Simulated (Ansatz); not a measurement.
Ansatz (a quantum-chemistry and plane-wave program) job for B(Cl)(NCO)(OH) (CHBClNO2), SMILES OB(N=C=O)Cl, PBE-D3(BJ)/def2-SVP. 

Ansatz 0.2 input:
```yaml
crystal:
  periodic: [false, false, false]
  atoms:
    - {symbol: B, position_ang: [0.47937149, -0.61298502, -0.00000000]}
    - {symbol: Cl, position_ang: [-1.04394906, -1.54740582, 0.00000000]}
    - {symbol: N, position_ang: [0.44104510, 0.80373880, -0.00000000]}
    - {symbol: C, position_ang: [0.01265424, 1.92804740, -0.00000000]}
    - {symbol: O, position_ang: [-0.34764754, 3.04260000, 0.00000000]}
    - {symbol: O, position_ang: [1.67253256, -1.24438098, 0.00000000]}
    - {symbol: H, position_ang: [1.58795524, -2.20938407, 0.00000000]}
basis:
  gaussian:
    orbitals: def2-SVP
hamiltonian:
  xc: pbe
  dispersion: d3bj
relax: {f_tol: 0.002, max_steps: 200}
```

It prints:

```
WARN ansatz: RAYON_NUM_THREADS=1 ignored (pool sized by the plan → 1); use --threads N
Functional definition: PBE
integrals: 0.04 GiB planned
1023 factors; their error is unknown
mean field: 0.22 GiB planned
mean field evaluation 1: about -19808.0493 eV, gradient 7.2e1 eV
mean field evaluation 2: about -19774.8414 eV, gradient 1.4e2 eV
mean field evaluation 4: about -19816.9024 eV, gradient 1.9e1 eV
mean field evaluation 8: about -19817.6237 eV, gradient 1.9e-1 eV
mean field evaluation 16: about -19817.5863 eV, gradient 4.4e-4 eV
mean field -19817.58634403 eV, -728.2828653007 hartree, gradient 4.6e-5 eV, S^2 0.000000; 0 other end points of the search recorded, 0 dependent functions left out
the calculation of the forces begins
reference -19817.58637022 eV, -728.2828662631 hartree; 26, 26 occupied and 67, 67 virtual orbitals, 1023 factors
relax step   1: F+E_penalty+E_count = -19817.73298293 eV  Δ(F+E_penalty+E_count) = +0.000e0 eV  max|allowed force component| = 7.874e-1 eV/Å  Δτ_max = 0.0000 Å  (30 SCF iters, accepted)
these checks for a lower state are left out or cut short: starts, cluster_reference, orbital_swaps, neighbouring_geometries, increment
integrals: 0.04 GiB planned
1023 factors; their error is unknown
mean field: 0.22 GiB planned
mean field -19817.59442437 eV, -728.2831622478 hartree, gradient 1.3e-5 eV, S^2 0.000000; 0 other end points of the search recorded, 0 dependent functions left out
the calculation of the forces begins
reference -19817.59445061 eV, -728.2831632121 hartree; 26, 26 occupied and 67, 67 virtual orbitals, 1023 factors
relax step   2: F+E_penalty+E_count = -19817.74069217 eV  Δ(F+E_penalty+E_count) = -7.709e-3 eV  max|allowed force component| = 1.492e-1 eV/Å  Δτ_max = 0.0134 Å  (32 SCF iters, accepted)
these checks for a lower state are left out or cut short: starts, cluster_reference, orbital_swaps, neighbouring_geometries, increment
integrals: 0.04 GiB planned
1023 factors; their error is unknown
mean field: 0.22 GiB planned
mean field evaluation 32: about -19817.5949 eV, gradient 1.7e-4 eV
mean field -19817.59488286 eV, -728.2831790970 hartree, gradient 1.2e-5 eV, S^2 0.000000; 0 other end points of the search recorded, 0 dependent functions left out
the calculation of the forces begins
reference -19817.59490911 eV, -728.2831800616 hartree; 26, 26 occupied and 67, 67 virtual orbitals, 1023 factors
relax step   3: F+E_penalty+E_count = -19817.74106907 eV  Δ(F+E_penalty+E_count) = -3.769e-4 eV  max|allowed force component| = 5.480e-2 eV/Å  Δτ_max = 0.0021 Å  (25 SCF iters, accepted)
these checks for a lower state are left out or cut short: starts, cluster_reference, orbital_swaps, neighbouring_geometries, increment
integrals: 0.04 GiB planned
1023 factors; their error is unknown
mean field: 0.22 GiB planned
mean field -19817.59500339 eV, -728.2831835262 hartree, gradient 1.3e-5 eV, S^2 0.000000; 0 other end points of the search recorded, 0 dependent functions left out
the calculation of the forces begins
reference -19817.59502963 eV, -728.2831844907 hartree; 26, 26 occupied and 67, 67 virtual orbitals, 1023 factors
relax step   4: F+E_penalty+E_count = -19817.74117341 eV  Δ(F+E_penalty+E_count) = -1.043e-4 eV  max|allowed force component| = 1.565e-2 eV/Å  Δτ_max = 0.0020 Å  (24 SCF iters, accepted)
these checks for a lower state are left out or cut short: starts, cluster_reference, orbital_swaps, neighbouring_geometries, increment
integrals: 0.04 GiB planned
1023 factors; their error is unknown
mean field: 0.22 GiB planned
mean field -19817.59503645 eV, -728.2831847410 hartree, gradient 9.6e-6 eV, S^2 0.000000; 0 other end points of the search recorded, 0 dependent functions left out
the calculation of the forces begins
reference -19817.59506269 eV, -728.2831857054 hartree; 26, 26 occupied and 67, 67 virtual orbitals, 1023 factors
relax step   5: F+E_penalty+E_count = -19817.74121591 eV  Δ(F+E_penalty+E_count) = -4.250e-5 eV  max|allowed force component| = 1.038e-2 eV/Å  Δτ_max = 0.0028 Å  (24 SCF iters, accepted)
these checks for a lower state are left out or cut short: starts, cluster_reference, orbital_swaps, neighbouring_geometries, increment
integrals: 0.04 GiB planned
1023 factors; their error is unknown
mean field: 0.22 GiB planned
mean field -19817.59510698 eV, -728.2831873329 hartree, gradient 1.3e-5 eV, S^2 0.000000; 0 other end points of the search recorded, 0 dependent functions left out
the calculation of the forces begins
reference -19817.59513322 eV, -728.2831882974 hartree; 26, 26 occupied and 67, 67 virtual orbitals, 1023 factors
relax step   6: F+E_penalty+E_count = -19817.74123769 eV  Δ(F+E_penalty+E_count) = -2.178e-5 eV  max|allowed force component| = 1.258e-2 eV/Å  Δτ_max = 0.0038 Å  (31 SCF iters, accepted)
these checks for a lower state are left out or cut short: starts, cluster_reference, orbital_swaps, neighbouring_geometries, increment
integrals: 0.04 GiB planned
1023 factors; their error is unknown
mean field: 0.22 GiB planned
mean field evaluation 64: about -19817.5952 eV, gradient 1.2e-5 eV
mean field -19817.59521119 eV, -728.2831911626 hartree, gradient 1.2e-5 eV, S^2 0.000000; 0 other end points of the search recorded, 0 dependent functions left out
the calculation of the forces begins
reference -19817.59523744 eV, -728.2831921273 hartree; 26, 26 occupied and 67, 67 virtual orbitals, 1023 factors
relax step   7: F+E_penalty+E_count = -19817.74127081 eV  Δ(F+E_penalty+E_count) = -3.312e-5 eV  max|allowed force component| = 1.687e-2 eV/Å  Δτ_max = 0.0081 Å  (30 SCF iters, accepted)
these checks for a lower state are left out or cut short: starts, cluster_reference, orbital_swaps, neighbouring_geometries, increment
integrals: 0.04 GiB planned
1023 factors; their error is unknown
mean field: 0.22 GiB planned
mean field -19817.59530744 eV, -728.2831947000 hartree, gradient 1.2e-5 eV, S^2 0.000000; 0 other end points of the search recorded, 0 dependent functions left out
the calculation of the forces begins
reference -19817.59533370 eV, -728.2831956651 hartree; 26, 26 occupied and 67, 67 virtual orbitals, 1023 factors
relax step   8: F+E_penalty+E_count = -19817.74128897 eV  Δ(F+E_penalty+E_count) = -1.816e-5 eV  max|allowed force component| = 3.708e-2 eV/Å  Δτ_max = 0.0074 Å  (31 SCF iters, accepted)
these checks for a lower state are left out or cut short: starts, cluster_reference, orbital_swaps, neighbouring_geometries, increment
integrals: 0.04 GiB planned
1023 factors; their error is unknown
mean field: 0.22 GiB planned
mean field -19817.59537129 eV, -728.2831970462 hartree, gradient 1.2e-5 eV, S^2 0.000000; 0 other end points of the search recorded, 0 dependent functions left out
the calculation of the forces begins
reference -19817.59539755 eV, -728.2831980114 hartree; 26, 26 occupied and 67, 67 virtual orbitals, 1023 factors
relax step   9: F+E_penalty+E_count = -19817.74129932 eV  Δ(F+E_penalty+E_count) = -1.035e-5 eV  max|allowed force component| = 8.274e-3 eV/Å  Δτ_max = 0.0044 Å  (31 SCF iters, accepted)
these checks for a lower state are left out or cut short: starts, cluster_reference, orbital_swaps, neighbouring_geometries, increment
integrals: 0.04 GiB planned
1023 factors; their error is unknown
mean field: 0.22 GiB planned
mean field -19817.59535868 eV, -728.2831965830 hartree, gradient 4.5e-5 eV, S^2 0.000000; 0 other end points of the search recorded, 0 dependent functions left out
the calculation of the forces begins
reference -19817.59538495 eV, -728.2831975482 hartree; 26, 26 occupied and 67, 67 virtual orbitals, 1023 factors
relax step  10: F+E_penalty+E_count = -19817.74130162 eV  Δ(F+E_penalty+E_count) = -2.303e-6 eV  max|allowed force component| = 2.662e-3 eV/Å  Δτ_max = 0.0014 Å  (21 SCF iters, accepted)
these checks for a lower state are left out or cut short: starts, cluster_reference, orbital_swaps, neighbouring_geometries, increment
integrals: 0.04 GiB planned
1023 factors; their error is unknown
mean field: 0.22 GiB planned
mean field -19817.59535939 eV, -728.2831966089 hartree, gradient 4.1e-6 eV, S^2 0.000000; 0 other end points of the search recorded, 0 dependent functions left out
the calculation of the forces begins
reference -19817.59538565 eV, -728.2831975741 hartree; 26, 26 occupied and 67, 67 virtual orbitals, 1023 factors
relax step  11: F+E_penalty+E_count = -19817.74130177 eV  Δ(F+E_penalty+E_count) = -1.491e-7 eV  max|allowed force component| = 9.193e-4 eV/Å  Δτ_max = 0.0002 Å  (21 SCF iters, accepted)
integrals: 0.04 GiB planned
1023 factors; their error is unknown
mean field: 0.22 GiB planned
mean field evaluation 96: about -19814.5304 eV, gradient 3.7e1 eV
mean field -19817.59535939 eV, -728.2831966089 hartree, gradient 5.7e-6 eV, S^2 0.000000; 1 other end points of the search recorded, 0 dependent functions left out
the calculation of the forces begins
reference -19817.59538565 eV, -728.2831975741 hartree; 26, 26 occupied and 67, 67 virtual orbitals, 1023 factors
Total energy: -19817.74132803 eV, -728.2885608577 hartree
Atom 0 at     0.471754    -0.620900    -0.000000 Å, force     0.000091     0.000078     0.000000 eV/Å
Atom 1 at    -1.042106    -1.573758     0.000000 Å, force     0.000052     0.000096    -0.000000 eV/Å
Atom 2 at     0.416894     0.797979    -0.000000 Å, force     0.000125    -0.000919     0.000000 eV/Å
Atom 3 at     0.012868     1.938133     0.000000 Å, force    -0.000128     0.000521     0.000000 eV/Å
Atom 4 at    -0.329007     3.066975     0.000000 Å, force    -0.000098     0.000225    -0.000000 eV/Å
Atom 5 at     1.679577    -1.238864    -0.000000 Å, force    -0.000018     0.000040    -0.000000 eV/Å
Atom 6 at     1.591983    -2.209334     0.000000 Å, force    -0.000024    -0.000041    -0.000000 eV/Å
Dipole moment:     0.123500    -0.457647     0.000000 e Å
```

The run converged.

Cost: roughly 17 core-seconds.
